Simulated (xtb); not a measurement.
Job for xtb: GFN2-xTB on C2H6Sn (SMILES [CH3][Sn][CH3]), a point of a torsion scan.

```
$ xtb mol.xyz --gfn 2 --sp --chrg 0 --uhf 0
9

C      1.65902511    -0.08773208     0.03526114
Sn     0.02553395     0.87636907    -1.19649813
C     -1.20680188    -1.01764277    -1.29409002
H      2.09928200    -0.92711111    -0.50274028
H      2.46901517     0.59353187     0.29546729
H      1.25523566    -0.48517162     0.96621892
H     -0.61679565    -1.84527669    -1.68666235
H     -2.09732520    -0.92664933    -1.91586774
H     -1.53596348    -1.30825136    -0.29640973
```

Problem. What total energy does the run end on?

Solution. -9.4160 hartree.
